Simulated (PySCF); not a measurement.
Solvent effects on NMR parameters

Molfile (atoms numbered from 1):
```
C3H9AlO2S
     RDKit          3D

 16 15  0  0  0  0  0  0  0  0999 V2000
   -1.8034    1.1529   -0.5687 C   0  0  0  0  0  0  0  0  0  0  0  0
   -0.7229   -0.2924   -0.6347 S   0  0  0  0  0  0  0  0  0  0  0  0
   -0.9047   -0.9613    1.7685 Al  0  0  0  0  0  4  0  0  0  0  0  0
    0.8820    0.5561   -0.6849 C   0  0  0  0  0  0  0  0  0  0  0  0
    2.0472   -0.3888   -0.8534 C   0  0  0  0  0  0  0  0  0  0  0  0
    3.0674   -0.0944   -1.4090 O   0  0  0  0  0  0  0  0  0  0  0  0
    1.8159   -1.5688   -0.2802 O   0  0  0  0  0  0  0  0  0  0  0  0
   -1.5819    1.7600    0.3208 H   0  0  0  0  0  0  0  0  0  0  0  0
   -2.8297    0.7709   -0.4965 H   0  0  0  0  0  0  0  0  0  0  0  0
   -1.6884    1.7435   -1.4878 H   0  0  0  0  0  0  0  0  0  0  0  0
   -2.4898   -0.7122    1.8491 H   0  0  0  0  0  0  0  0  0  0  0  0
   -0.3635   -2.4595    1.8434 H   0  0  0  0  0  0  0  0  0  0  0  0
    0.0336    0.2422    2.2887 H   0  0  0  0  0  0  0  0  0  0  0  0
    1.0171    1.1007    0.2658 H   0  0  0  0  0  0  0  0  0  0  0  0
    0.8956    1.2692   -1.5199 H   0  0  0  0  0  0  0  0  0  0  0  0
    2.6064   -2.1205   -0.3907 H   0  0  0  0  0  0  0  0  0  0  0  0
  2  1  1  1
  2  3  1  0
  2  4  1  0
  4  5  1  0
  5  6  2  0
  5  7  1  0
  1  8  1  0
  1  9  1  0
  1 10  1  0
  3 11  1  0
  3 12  1  0
  3 13  1  0
  4 14  1  0
  4 15  1  0
  7 16  1  0
M  CHG  2   2   1   3  -1
M  END
```

GIAO PBE0/pcSseg-1 in PySCF 2.14 on one PBE0-D3(BJ)/def2-SVP conformer, non-relativistic, equivalent nuclei averaged. Solvents enter as an IEF-PCM continuum (benzene with ε = 2.3, acetone with ε = 20.5) around the gas-phase geometry. Shifts are referred to TMS, CS2, AlH4- computed in the same medium.

Gas phase, δ in ppm: C5 168.1, C4 45.8, C1 23.3, S2 -75.2, Al3 87.4, H16 5.96, H11/H12/H13 4.16, H14 3.59, H15 2.88, H8/H9/H10 2.14. Dipole moment 3.21 D.

Question: How does each δ change in the continuum?

Answer: 
```tsv
atoms	environment	Δδ, benzene	Δδ, acetone
C5	carboxylic acid carbon	+2.1	+4.3
C4	sp3 CH2 bonded to S, α to a carbonyl	+0.2	+0.7
C1	methyl carbon bonded to S	0.0	+0.2
S2	sulfur bonded to 2 C, Al	-1.6	-2.5
Al3	aluminium bonded to S, 3 H	-10.2	-18.2
H16	hydrogen on an acid hydroxyl oxygen	+0.42	+0.82
H11/H12/H13	hydrogen on an aluminium bonded to S	-0.20	-0.40
H14	hydrogen on an sp3 CH2 bonded to S, α to a carbonyl	+0.09	+0.21
H15	hydrogen on an sp3 CH2 bonded to S, α to a carbonyl	+0.18	+0.41
H8/H9/H10	hydrogen on a methyl carbon bonded to S	+0.11	+0.23
```

Changes are relative to the gas phase. The dipole moment becomes 3.64 D in benzene, 4.16 D in acetone.

Question: Which of the listed nuclei move most (in ppm), and what does the model miss? (N and O are left out, as their reference compounds move with the solvent too.)

Answer: Al3 (aluminium bonded to S, 3 H, -18.2 ppm) in acetone. A continuum only polarises the solute; specific hydrogen bonds, the anisotropy of aromatic solvents and changes of geometry or conformer are outside it.
